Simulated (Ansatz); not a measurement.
Basis-set extrapolation for C2H5BClN, SMILES `C=NBCCl` (PBE0-D4/def2-TZVP geometry, frozen core, Ansatz). Multiplicity 1, RHF reference.

```json
{"": "HF", "def2-TZVPP": "-617.357700", "def2-QZVPP": "-617.377748"}
{"": "MP2 correlation", "def2-TZVPP": "-0.818367", "def2-QZVPP": "-0.879635"}
{"": "CCSD(T) correlation", "def2-TZVPP": "-0.903523", "def2-QZVPP": "not run"}
```

Energies in hartree. Use E(X) = E(∞) + A·exp(−7.88·√X) for Hartree–Fock and E(X) = E(∞) + B·X^(−2.97) for correlation, with X = 3 and 4, and add CCSD(T) minus MP2 of the smaller set to the MP2 limit.

Task: What is the CCSD(T) energy at the basis-set limit?

Result: HF limit: -617.377748 + (-0.020048) × 0.13774 = -617.38051. MP2 limit: -0.879635 + (-0.061268) × 0.74074 = -0.92502. Higher-order term: -0.903523 − (-0.818367) = -0.08516. Total: -618.39069 hartree, 3.52 eV below CCSD(T)/def2-TZVPP.
